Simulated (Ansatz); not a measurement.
`OCB(F)[SiH2]Cl` → B• + C• + Cl• + F• + 5 H• + O• + Si•  (atomization)

Calculated with Ansatz (gas phase, PBE0-D4/def2-TZVP geometries, no zero-point term in ΔE). CCSD(T)/CBS adds triple-zeta CCSD(T) − MP2 to the extrapolated MP2 energy (def2 sets, frozen cores). This one scheme is used for every species, atoms too. Functionals use def2-TZVPP. HSE06 is defined as in plane-wave codes. Open shells (•) are unrestricted, without spin–orbit coupling. Spin–orbit coupling would lower the free atoms: a little for B, C, Cl, F, O, Si. Each species was taken in one conformer, which may not be the lowest.

(1) What is ΔE at CCSD(T)/CBS? (Estimate.)

(2) What do these levels give: PBE-D4, revPBE-D4, revPBE, BLYP, r2SCAN, HSE06, CCSD/def2-SVP, HF/def2-TZVPP, SCS-MP2/def2-TZVPP, CCSD(T)/def2-TZVPP, HF/CBS(def2), CCSD/CBS(def2)? (Best estimate.)

Largest T1 diagnostic among the species: 0.014.

Answers

(1) The calculation gave: +4032.4 kJ/mol.

(2) Ansatz gave: PBE-D4 4117.1, revPBE-D4 4007.8, revPBE 3934.9, BLYP 3965.6, r2SCAN 4052.9, HSE06 4023.0, CCSD/def2-SVP 3761.2, HF/def2-TZVPP 2976.9, SCS-MP2/def2-TZVPP 3976.0, CCSD(T)/def2-TZVPP 3922.8, HF/CBS(def2) 2982.9, CCSD/CBS(def2) 3971.3 kJ/mol.

Leaving LDA and LC-ωPBE aside and taking each functional with its dispersion term where it has one, the values, not all of them listed here, spread over 208.6 kJ/mol, from BHLYP-D4 to PBE-D4. LDA lies +553.0 kJ/mol from PBE without D4, its usual overbinding. At CCSD(T), def2-SVP lies −232.2 kJ/mol from the extrapolated value and def2-TZVPP −109.7 kJ/mol: correlation converges slowly with the basis, and small sets miss more of it in the bonded molecule than in its fragments. In def2-TZVPP, CCSD(T) changes the Hartree–Fock value by +945.8 kJ/mol (the triples alone add +61.1 kJ/mol) and MP2 by +1042.0 kJ/mol; breaking electron pairs costs correlation energy, which Hartree–Fock lacks.

For atomizations the MP2-based limit and the directly extrapolated one differ by several kJ/mol either way, and by 10 to 25 for some Ge, Se and Sn compounds, so smaller differences from it don't rank the levels.
